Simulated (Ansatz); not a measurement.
`BNC(F)S` and `BNC(O)F` differ in one element.

Ansatz, PBE0-D4/def2-TZVP geometries, multiplicity 1. Each molecule was computed in one conformer, which needn't be the lowest.

```tsv
property	`BNC(F)S`
HOMO energy (PBE/def2-TZVPP) / eV	-6.22
LUMO energy (PBE/def2-TZVPP) / eV	-1.37
LUMO energy (B3LYP/def2-TZVPP) / eV	-0.62
size of the dipole moment (ωB97M-V/def2-TZVPP) / D	2.10
HOMO–LUMO gap (PBE/def2-TZVPP) / eV	4.85
LUMO energy (PBE0/def2-TZVPP) / eV	-0.38
```

Problem. Give the same properties after the change, and the shifts. (Estimate.)

Solution. Computed: 
```json
{"property": "HOMO energy (PBE/def2-TZVPP) / eV", "`BNC(O)F`": "-7.23", "shift": "-1.01"}
{"property": "LUMO energy (PBE/def2-TZVPP) / eV", "`BNC(O)F`": "-1.28", "shift": "0.09"}
{"property": "LUMO energy (B3LYP/def2-TZVPP) / eV", "`BNC(O)F`": "-0.57", "shift": "0.05"}
{"property": "size of the dipole moment (ωB97M-V/def2-TZVPP) / D", "`BNC(O)F`": "1.73", "shift": "-0.37"}
{"property": "HOMO–LUMO gap (PBE/def2-TZVPP) / eV", "`BNC(O)F`": "5.96", "shift": "1.11"}
{"property": "LUMO energy (PBE0/def2-TZVPP) / eV", "`BNC(O)F`": "-0.32", "shift": "0.06"}
```

With PBE0 the HOMO falls by 1.25 eV and the LUMO rises by 0.06 eV, so the gap widens by about 1.31 eV. PBE moves the HOMO by -1.01 eV and ωB97M-V by -1.39 eV. Dipoles are sizes alone; their direction can turn.

B3LYP here is the variant with VWN-RPA as its local correlation; programs differ in this.
